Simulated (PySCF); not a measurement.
Si(Me)2(OH)(SH) (C2H8OSSi), SMILES C[Si](C)(O)S. Atoms are numbered in the order given.

```xyz
13

C     -1.5619    -1.2366    -0.2965
Si    -0.0571    -0.2676     0.2338
C      1.5171    -1.2814     0.1502
O     -0.3944     0.2481     1.7905
S      0.3137     1.4268    -1.0726
H     -2.4655    -0.6078    -0.2665
H     -1.7230    -2.0923     0.3796
H     -1.4396    -1.6185    -1.3217
H      1.4397    -2.1547     0.8182
H      2.3960    -0.6928     0.4587
H      1.6967    -1.6464    -0.8739
H      0.2197     0.8918     2.1639
H     -0.9195     1.9619    -0.9152
```

The structure is a stationary point at B3LYP-D3(BJ)/def2-SVP. The values are those of a single conformer.

Two levels are set side by side: PBE/pcSseg-1 (PySCF) and PBE0/pcSseg-1 (PySCF). GIAO shifts against H2O (¹⁷O), H2S (³³S), TMS (²⁹Si), TMS (¹H), TMS (¹³C) at the same level; non-relativistic, no solvent, atoms listed together averaged. Differences are taken from unrounded values.

```
quantity                 PBE
----------------------  ----
δ(¹³C) of C1, C3 (ppm)   5.6
δ(²⁹Si) of Si2 (ppm)    31.1
δ(¹⁷O) of O4 (ppm)      84.9
δ(³³S) of S5 (ppm)      56.4
δ(¹H) of H12 (ppm)      1.39
δ(¹H) of H13 (ppm)      0.84
```

### Question
These are the PBE values. What does PBE0 give? (The exact figures need the calculation; the answer reports its results.)

### Answer

```json
[
 {"quantity": "δ(¹³C) of C1, C3 (ppm)", "PBE0": "5.3", "PBE minus PBE0": "0.2"},
 {"quantity": "δ(²⁹Si) of Si2 (ppm)", "PBE0": "29.8", "PBE minus PBE0": "1.2"},
 {"quantity": "δ(¹⁷O) of O4 (ppm)", "PBE0": "73.1", "PBE minus PBE0": "11.8"},
 {"quantity": "δ(³³S) of S5 (ppm)", "PBE0": "42.2", "PBE minus PBE0": "14.2"},
 {"quantity": "δ(¹H) of H12 (ppm)", "PBE0": "1.49", "PBE minus PBE0": "-0.10"},
 {"quantity": "δ(¹H) of H13 (ppm)", "PBE0": "0.99", "PBE minus PBE0": "-0.15"}
]
```

Rough cost on one machine, each run with all the roots and properties that it gave: PBE0 against PBE within a factor of 2.
